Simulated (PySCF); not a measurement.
Energy of Cr (chromium, neutral) between two integer charges

The 4s alpha orbital of [Ar] 3d5 4s1 is emptied in steps (occupation f), with all orbitals relaxed, ending at [Ar] 3d5. All numbers are calculated (PySCF 2.14, the spin-free X2C one-electron Hamiltonian (Gaussian nucleus), in x2c-TZVPall (6s5p4d1f, 48 functions)). The exact energy is a straight line in f; departures are measured from the line between the end points of the same method.

```
  f  BLYP (eV)
  1      0.000
0.9     -0.270
0.7     -0.636
0.5     -0.762
0.3     -0.644
0.1     -0.277
  0      0.000
```

| method | E(f=0) − E(f=1) (eV) | −ε at f=1 (eV) | −ε at f=0.5 (eV) |
| --- | --- | --- | --- |
| BLYP | 7.270 | 4.278 | 7.246 |

Orbital energy along the path (eV):

```json
{"f": "1", "BLYP": "-4.278"}
{"f": "0.9", "BLYP": "-4.856"}
{"f": "0.7", "BLYP": "-6.036"}
{"f": "0.5", "BLYP": "-7.246"}
{"f": "0.3", "BLYP": "-8.480"}
{"f": "0.1", "BLYP": "-9.728"}
{"f": "0", "BLYP": "-10.354"}
```

Reference removal energy between the ground levels: 6.767 eV (measured; NIST Atomic Spectra Database, ionization energies).
